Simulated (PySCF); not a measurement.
C₇H₇N.
Atom-mapped SMILES: `[CH2:1]=[CH:2][C:3](=[CH2:4])/[CH:5]=[CH:6]/[C:7]#[N:8]` (hydrogens: H9, H10 on C1; H11 on C2; H12, H13 on C4; H14 on C5; H15 on C6)

Cartesian coordinates in Å at the GFN2-xTB level; atoms count from 1:
```xyz
15
C7H7N angstrom
C     -1.758    1.013    0.513
C     -1.316   -0.210    0.770
C      0.085   -0.634    0.686
C      0.553   -1.567    1.527
C      0.974   -0.059   -0.312
C      0.578    0.479   -1.475
C      1.491    0.984   -2.415
N      2.226    1.405   -3.190
H     -2.797    1.271    0.633
H     -1.104    1.809    0.198
H     -2.001   -0.963    1.136
H     -0.084   -2.037    2.256
H      1.581   -1.885    1.508
H      2.034   -0.135   -0.103
H     -0.465    0.538   -1.756
```

The closed-shell SCF was solved with PySCF and density fitting under several settings on one GFN2-xTB geometry (grid level 2 and gas phase unless stated).

```json
{"settings": "PBE0/pcSseg-1", "basis functions": "171", "SCF cycles": "14", "E (Eh)": "-325.1931", "HOMO (eV)": "-7.14", "LUMO (eV)": "-2.13", "dipole (D)": "4.71"}
{"settings": "PBE0/def2-SVPD", "basis functions": "216", "SCF cycles": "15", "E (Eh)": "-325.0071", "HOMO (eV)": "-7.15", "LUMO (eV)": "-2.16", "dipole (D)": "4.78"}
```

Q: Estimate the row for these settings: PW91/aug-cc-pVDZ, energy threshold 1e-06 Eh.

A: 
```csv
settings,basis functions,SCF cycles,E (Eh),HOMO (eV),LUMO (eV),dipole (D)
"PW91/aug-cc-pVDZ, energy threshold 1e-06 Eh",247,10,-325.5278,-6.22,-3.05,4.69
```

Q: Over all rows, what range does the HOMO–LUMO gap span?

A: From 3.17 eV (PW91/aug-cc-pVDZ, energy threshold 1e-06 Eh) to 5.01 eV (PBE0/pcSseg-1). The functional of the narrowest has no exact exchange, that of the widest 25 % exact exchange.

Q: And the dipole moment?

A: From 4.69 D (PW91/aug-cc-pVDZ, energy threshold 1e-06 Eh) to 4.78 D (PBE0/def2-SVPD); the largest is 1.02 times the smallest, and the median is 4.71 D.

Q: Compare two rows with the functional PBE0: PBE0/pcSseg-1 and PBE0/def2-SVPD. Which energy is lower, and by how much?

A: PBE0/pcSseg-1 (171 functions) lies 0.1860 Eh or 117 kcal/mol below PBE0/def2-SVPD (216 functions). The smaller set gives the lower energy; the two sets aren't nested, so the variational bound doesn't order them by size.

Whole jobs, the steps after the SCF included, on an Arm Neoverse V1 with one thread, shared host:

| settings | work after the SCF | wall time | peak memory |
| --- | --- | --- | --- |
| PBE0/pcSseg-1 | shieldings, charges and field gradients | 22 s | 0.77 GiB |
| PBE0/def2-SVPD | 6 singlets by full TDDFT, 2 Tamm–Dancoff triplets, polarisability | 36 s | 0.84 GiB |
| PW91/aug-cc-pVDZ, energy threshold 1e-06 Eh | spin–spin couplings from 15 perturbed nuclei, spin–dipole term for 1 of them | 51 s | 0.74 GiB |

Cycle counts include a coarse-grid stage where the run had one.

One conformer stands for the species.
